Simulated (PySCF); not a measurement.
## Adding and removing an electron: BAs

r²SCAN; PySCF, no relativity, basis sets B def2-TZVPPD, As def2-TZVPPD. Neutral (UKS): triplet (σ ↑, π ↑), Re = 1.847 Å, ωe = 825 cm⁻¹, De = 3.33 eV, HOMO -5.94 eV, LUMO -5.13 eV.

BAs⁺ (UKS): quartet (σ ↑, π ↑↑), Re = 1.966 Å, ωe = 653 cm⁻¹, De = 3.17 eV to B⁺ + As. The energies at the minima are -2260.55885 hartree for BAs and -2260.23109 for BAs⁺.

Work out the adiabatic ionisation energy, without and with harmonic zero-point energies (1 hartree = 27.2114 eV, 1 eV = 8065.5 cm⁻¹), and the change of the bond length.

At r²SCAN: 0.32776 hartree = 8.919 eV between the minima; the zero-point term (653.0 − 825.0)/2 cm⁻¹ = -0.011 eV makes it 8.908 eV. Re changes by +11.9 pm against the neutral. The electron leaves a π orbital, and the longer bond of the ion fits a bonding orbital, or a change in how ionic the bond is.

BAs⁻ (UKS): doublet (σ ↑), Re = 1.797 Å, ωe = 895 cm⁻¹. The energies at the minima are -2260.55885 hartree for BAs and -2260.65094 for BAs⁻.

Work out the adiabatic electron affinity, without and with harmonic zero-point energies (1 hartree = 27.2114 eV, 1 eV = 8065.5 cm⁻¹), and the change of the bond length.

At r²SCAN: 0.09209 hartree = 2.506 eV between the minima; the zero-point term (825.0 − 895.0)/2 cm⁻¹ = -0.004 eV makes it 2.502 eV. Re changes by -5.0 pm against the neutral. The electron enters a π orbital, and the shorter bond of the ion fits a bonding orbital, or a change in how ionic the bond is.

Spin–orbit coupling is left out. For an ion De counts to the pair picked by the measured ionisation energies or electron affinities, which need not be the lowest pair at this level. The highest Kohn–Sham level is positive in this anion. Much of that is self-interaction error, but it also means that the finite basis helps to hold the extra electron. States were picked by a PBE0 search and need not be the measured ground states.
